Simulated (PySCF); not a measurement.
C8H13PS.
Atom-mapped SMILES: `[CH:1]#[C:2][CH2:3][P@@:4]1(=[S:5])[CH2:6][CH2:7][CH2:8][C@@H:9]1[CH3:10]`

Probes without a nucleus sit at each ring's centroid and 1 Å off its mean plane on both sides; NICS is minus the shielding there, NICSzz its component along the normal. Level: GIAO PBE0/pcSseg-1 (PySCF, non-relativistic, gas phase) on the GFN2-xTB geometry, one conformer.

Ring bond lengths (Å), with Mayer bond orders in brackets: P4–C6 1.855 (0.90), C6–C7 1.526 (1.02), C7–C8 1.528 (1.02), C8–C9 1.529 (0.99), C9–P4 1.870 (0.83).

**Question.** What do the NICS probes read (ppm)?

**Answer.** 
| ring | type | NICS(0) | NICS(1), two faces | NICS(1)zz, two faces | rms pucker (Å) | centre to ring atoms, mean (Å) |
| --- | --- | --- | --- | --- | --- | --- |
| P4–C6–C7–C8–C9 | 5-membered ring with P; formal bonds all single | -5.5 | -4.2 / -4.1 | -1.3 / -2.1 | 0.20 | 1.38 |

**Question.** What do they say, and how far can they be read as aromaticity?

**Answer.** 
- P4–C6–C7–C8–C9: mean NICS(1)zz -1.7 ppm, near zero. P4, C6, C7, C8, C9 have four or more neighbours, so the value isn't read as a sign of a π ring current.

**Question.** What is the mean of the two in-plane components of NICS at the first NICS(1) probe listed for ring P4–C6–C7–C8–C9, 1 Å off the ring?

**Answer.** The isotropic value is a third of the trace: (3 × -4.2 − (-1.3))/2 = -5.7 ppm.

**Question.** List the ring angles and the Hirshfeld charges of the ring atoms.

**Answer.** 
- P4–C6–C7–C8–C9: P4 94.8° (+0.352 e), C6 105.0° (-0.110 e), C7 106.5° (-0.068 e), C8 107.4° (-0.069 e), C9 103.2° (-0.058 e); sum 516.9° against 540° for a flat convex ring.

The run took about 2.2 min of CPU time (one thread, shared machine). This is the whole shielding run at PBE0/pcSseg-1, SCF included.
